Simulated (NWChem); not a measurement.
System: CBrCl$_{2}$F; SMILES FC(Cl)(Cl)Br

Input file for NWChem:

```
start job
memory heap 200 mb stack 900 mb global 1100 mb
geometry units angstroms noautoz
  F      1.607770     0.612719     0.000000
  C      0.289810     0.470061     0.000000
  Cl    -0.365675     1.231926    -1.449050
  Cl    -0.365675     1.231926     1.449050
  Br    -0.112682    -1.432070     0.000000
end
basis spherical
  F library def2-svp
  C library def2-svp
  Cl library def2-svp
  Br library def2-svp
end
dft
  xc hfexch
  iterations 150
  vectors input atomic output neutral.movecs
end
task dft energy
charge 1
dft
  odft
  mult 2
  vectors input atomic output cation.movecs
end
task dft energy
```

Geometry: optimised at PBE0/def2-SVP.

Ions are spin-unrestricted doublets at the neutral geometry; other ion states weren't tried.

Problem. What results follow from this input? (Hartree-Fock/def2-SVP, vertical spin-unrestricted ions.) Quantities: vertical ionisation energy, ΔSCF (eV); −ε(HOMO) (eV).

Solution. 
- vertical ionisation energy, ΔSCF (eV): 11.66
- −ε(HOMO) (eV): 11.82
